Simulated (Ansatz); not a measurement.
Cu2O2, relaxed as a triplet with UKS PBE0-D4/def2-SVP in Ansatz, starting from the PBE0-D4/def2-SVP geometry of the neutral singlet. Force threshold 0.02 eV/Å.

At PBE0-D4/def2-TZVP a broken-symmetry singlet of charge 0 lies 0.22 eV below the triplet, each at its own geometry. The structure comes from a short search, and lower isomers may exist.

Start:

```xyz
4

Cu   -0.4466    0.4755   -0.9733
Cu    0.4466   -0.4755    0.9733
O    -1.1797    0.2281    0.6527
O     1.1797   -0.2281   -0.6527
```

(1) Estimate the energy that the relaxation releases and the steps that it takes.

(2) Does the start keep its bonding and symmetry?

(3) Predict the relaxed structure.

Results:

(1) 1.8 kcal/mol, in 4 steps; 25 s on 4 threads of Arm Neoverse V2 on a shared host. No frequencies were taken in this run, so the end may be a saddle point.

(2) By distances, no bond broke or formed. The bond that changes most is Cu2–O3, from 1.80 to 1.84 Å (atoms count from 1). Point group D2h at the start, D2h at the end, both within 0.05 Å.

(3) 
```xyz
4

Cu   -0.444    0.473   -0.967
Cu    0.444   -0.472    0.967
O    -1.234    0.238    0.682
O     1.233   -0.239   -0.683
```
Bond lengths (bridged metal pairs left out): 4 × Cu–O 1.84 Å.
